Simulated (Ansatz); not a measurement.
Molecule: CH$_{8}$FNSi$_{2}$, net charge 0, singlet state. 
Geometry from a B3LYP-D3(BJ)/def2-TZVP (Ansatz, a quantum-chemistry and plane-wave program) optimisation:
```xyz
13

Si     0.8017     0.6594    -0.3039
C      1.6931    -0.9113    -0.7270
F      1.3454     1.1346     1.1381
N     -0.9012     0.4471    -0.2836
Si    -1.8640    -0.8964     0.2401
H      1.1013     1.7722    -1.2287
H      1.3956    -1.2742    -1.7127
H      2.7716    -0.7419    -0.7359
H      1.4846    -1.6961     0.0020
H     -1.4246     1.2811    -0.5173
H     -2.7940    -0.5023     1.3251
H     -0.9436    -1.9424     0.7338
H     -2.6775    -1.4518    -0.8690
```
Charge 0, spin multiplicity 1.

Atomisation energy built up term by term with Ansatz (kcal/mol; UHF references for open shells; valence terms freeze the core; atomic spin-orbit terms are left out). Basis-set limits of correlation are two-point, X^-3; Hartree-Fock from the larger set.

```
term                                            basis  kcal/mol
-----------------------  ----------------------------  --------
Hartree-Fock                              cc-pV(Q+d)Z         ?
CCSD correlation         CBS(cc-pV(T+d)Z,cc-pV(Q+d)Z)         ?
(T)                      CBS(cc-pV(T+d)Z,cc-pV(Q+d)Z)     13.79
core correlation                            cc-pwCVTZ      1.82
scalar relativity (X2C)    cc-pVTZ-DK against cc-pVTZ     -2.17
sum: De                                                       ?
```

**Question.** Fill in the missing entries.

**Answer.** 
- Hartree-Fock, kcal/mol: 834.71
- CCSD correlation, kcal/mol: 266.35
- sum: De, kcal/mol: 1114.5
